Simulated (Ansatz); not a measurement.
`CBC=S` + H₂O → `CBO` + `C=S` at 600 K and 1 bar (formal hydrolysis of a B–C bond).

Isolated molecules relaxed with PBE0-D4/def2-TZVP in Ansatz; ΔE leaves out vibrations. CBS: MP2 limit from def2 TZ/QZ plus the TZ coupled-cluster correction, frozen cores. This one scheme is used for every species. Each species was taken in one conformer, which may not be the lowest.

| species | CCSD(T)/CBS energy (Eh) | H − E (kJ/mol) | S (J/(mol·K)) |
| --- | --- | --- | --- |
| `CBC=S` | -501.64970 | 220.4 | 386.4 |
| H₂O | -76.37941 | 76.8 | 212.8 |
| `CBO` | -141.08489 | 208.4 | 331.4 |
| `C=S` | -436.98974 | 88.9 | 261.7 |

H − E and S are ideal-gas, rigid-rotor, harmonic terms from PBE0-D4/def2-TZVP, for one conformer and one mirror image of each species. 1 Eh = 2625.50 kJ/mol, R = 8.31446 J/(mol·K).

Problem. By hand: ΔE, ΔH, ΔS and ΔG.

Solution. ΔE = (-141.08489) + (-436.98974) − (-501.64970) − (-76.37941) = -0.04552 Eh = -119.5 kJ/mol. Δ(H − E) = 208.4 + 88.9 − 220.4 − 76.8 = 0.1, so ΔH = -119.4 kJ/mol. ΔS = 331.4 + 261.7 − 386.4 − 212.8 = -6.1 J/(mol·K). ΔG = -119.4 − 600 × (-6.1)/1000 = -115.7 kJ/mol.

Problem. By hand: the equilibrium constant, and the temperature at which ΔG would vanish if ΔH and ΔS stayed fixed.

Solution. log₁₀ K = −ΔG/(RT ln 10) = 10.1. ΔG = 0 at ΔH/ΔS = 19574 K, far beyond where these terms or the molecules hold.

The number of gas molecules stays the same, so ΔS is small and ΔH decides. A doubt of 5 kJ/mol in ΔE shifts log₁₀ K by 0.4 here. Other conformers and mirror images would add mixing entropy, several J/(mol·K) or more a flexible species. These are equilibria of isolated gas molecules and say nothing of rates. Largest T1 diagnostic: 0.019 (customary marks: 0.02 for closed shells, 0.045 for open ones).
